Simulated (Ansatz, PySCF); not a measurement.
FH₂MoNO₂, SMILES [NH]=[Mo](=[O])([OH])[F], multiplicity 1.

Coordinates come from a B3LYP-D3(BJ)/def2-SVP optimisation. The multiplicity is an assumed one; no other spin state was optimised. The structure was generated by enumeration; whether it is a known compound was not checked. The def2 effective core potentials stand for the cores of Mo; spin–orbit coupling is left out. One conformer was computed; it need not be the lowest.

Vertical ionisation energy (IE) and electron affinity (EA) in eV. Rows of orbital energies are one-electron estimates. Where ΔSCF, EOM or ADC give a negative EA the extra electron is unbound and the value depends on the basis.

```tsv
level	IE	EA
−ε(HOMO), −ε(LUMO), B3LYP/def2-TZVP (PySCF)	8.46	2.56
−ε(HOMO), −ε(LUMO), PBE/def2-TZVP (PySCF)	7.20	3.03
ΔSCF, PBE0/def2-SVPD (Ansatz), final states of multiplicity 2 and 2	10.80	0.45
ΔSCF, PBE/def2-SVPD (Ansatz), final states of multiplicity 2 and 2	10.59	0.07
```

Question: What vertical singlet–triplet gap does ΔSCF give with PBE0/def2-SVPD (Ansatz, an electronic-structure program) and with PBE/def2-SVPD (Ansatz)? (An estimate is asked for; the answer gives what the named calculation found.)

Answer: 3.65 and 4.00 eV (triplet above singlet where positive).
